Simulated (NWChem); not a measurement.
System: C$_{2}$H$_{5}$FOSi; SMILES C1[SiH](F)CO1

Input file for NWChem:

```
start job
memory heap 200 mb stack 900 mb global 1100 mb
geometry units angstroms noautosym nocenter noautoz
  F     -0.415538     2.016675     0.000000
  Si     0.411696     0.616424     0.000000
  C     -0.083785    -0.805010     1.134728
  O      0.108766    -1.668197     0.000000
  C     -0.083785    -0.805010    -1.134728
  H      1.856678     0.977937     0.000000
  H      0.560637    -1.116626     1.971059
  H     -1.135780    -0.801227     1.479867
  H     -1.135780    -0.801227    -1.479867
  H      0.560637    -1.116626    -1.971059
end
basis spherical
  F library 6-31g*
  Si library 6-31g*
  C library 6-31g*
  O library 6-31g*
  H library 6-31g*
end
dft
  xc b3lyp
  iterations 150
end
cosmo
  do_cosmo_smd true
  solvent toluene
end
task dft energy
```

Geometry: optimised at PBE0/def2-SVP. Solvent: toluene.

Level: B3LYP/6-31G* with SMD (1 M gas to 1 M solution), gas-phase geometry. Reactions with the solvent are ignored.

**Question.** Predict the main results of this run. (B3LYP/6-31G* (spherical d), SMD on the gas-phase geometry.) Quantities: solvation free energy (kcal/mol); cavity-dispersion-structure term (kcal/mol); dipole in solution (D).

**Answer.** 
```json
{
 "solvation free energy (kcal/mol)": "-2.2",
 "cavity-dispersion-structure term (kcal/mol)": "-0.4",
 "dipole in solution (D)": "0.33"
}
```
